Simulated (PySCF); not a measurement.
Numbering as in the mapped SMILES `[CH2:1]=[C:2]1[CH2:3][SiH2:4][O:5][SiH2:6][SiH2:7]1`; H(Xn) means a hydrogen on atom n. Ha(C1) is cis to C3; Hb(C1) is trans to C3.

How the numbers were obtained: geometry from GFN2-xTB, shieldings: GIAO PBE0/pcSseg-1, in PySCF 2.14.0 with density-fitted response routines (one averaged value for each set of equivalent atoms, single conformer, gas phase, relativity neglected).

Shifts are taken against calculated references (same method and geometry level): TMS for $^{13}$C and $^{1}$H and $^{29}$Si; $^{17}$O against H2O.

```csv
atoms,nucleus,count,δ (ppm)
Ha(C1),$^{1}$H,1,6.08
Hb(C1),$^{1}$H,1,5.89
C2,$^{13}$C,1,?
Si4,$^{29}$Si,1,-17.0
C3,$^{13}$C,1,32.1
H(Si4),$^{1}$H,2,5.11
Si7,$^{29}$Si,1,-75.2
O5,$^{17}$O,1,5.9
C1,$^{13}$C,1,?
H(Si7),$^{1}$H,2,4.29
H(C3),$^{1}$H,2,?
H(Si6),$^{1}$H,2,?
Si6,$^{29}$Si,1,-23.6
```

Task: Fill in the missing shifts.

Result: 
- C2: 147.2 ppm, fully substituted alkene carbon; as expected for a trigonal carbon in a double bond
- C1: 134.4 ppm, terminal =CH2 carbon; as expected for a trigonal carbon in a double bond
- H(Si6): 5.69 ppm, hydrogen on a silicon bonded to O, Si, in a 6-membered ring
- H(C3): 1.99 ppm, hydrogen on an allylic sp3 CH2 bonded to Si; allylic position

Shifts are as computed. Against solution values, carbons near 30 ppm lie about +3 ppm off and those near 130 ppm about +5 ppm. Of 1309 compounds with measured shifts, 239 miss one by over three times the rms of a fit or turn the order of signals round; such compounds aren't used in these exercises. Experimental scales use liquid or dissolved standards, which lie at an offset from isolated H2O (liquid H2O: subtract about 36 ppm).
